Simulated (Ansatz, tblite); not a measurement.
Cost and result up the ladder for the cluster Cd3S4 (7 atoms). Total charge 0; singlet. Geometry: PBE-D4/def2-SVP.

```xyz
7

Cd   -0.640    1.725   -0.588
Cd    0.759   -1.752   -0.293
Cd   -0.291    0.064    2.126
S    -1.601    1.971    1.574
S     1.104   -1.862    2.059
S     0.688    0.940   -2.420
S    -0.021   -1.087   -2.457
```

Ansatz on 4 threads of Arm Neoverse V2 on a shared host; xTB runs through tblite on one thread. Times are rough, summed over both states, and most runs start from the orbitals of an earlier one. PBE0-D4/def2-TZVP serves as the yardstick here, not as an exact answer. The other state is a doublet.

In the def2 sets Cd takes a core potential; there is no spin–orbit coupling. The xTB rows come from tblite. HOMO above LUMO, or a gap near zero within one spin, warns that the state may not be the lowest or that an electron is smeared out. The structure comes from a short search, and lower isomers may exist.

Raw xTB energies of ions are shifted by several eV.

| level | functions | wall time | vertical IE (eV) | difference from PBE0-D4/def2-TZVP (eV) | remarks |
| --- | --- | --- | --- | --- | --- |
| GFN1-xTB | 48 | 0.013 s | 11.69 | 3.49 | – |
| GFN2-xTB | 48 | 0.014 s | 12.75 | 4.56 | – |
| PBE-D4/def2-TZVP | 268 | 15 s | 7.88 | -0.31 | gap within one spin near zero (+1 doublet) |
| BLYP-D4/def2-TZVP | 268 | 15 s | 7.73 | -0.46 | gap within one spin near zero (+1 doublet) |
| PBE0-D4/def2-TZVP (with forces) | 268 | 41 s | 8.19 | 0.00 | – |
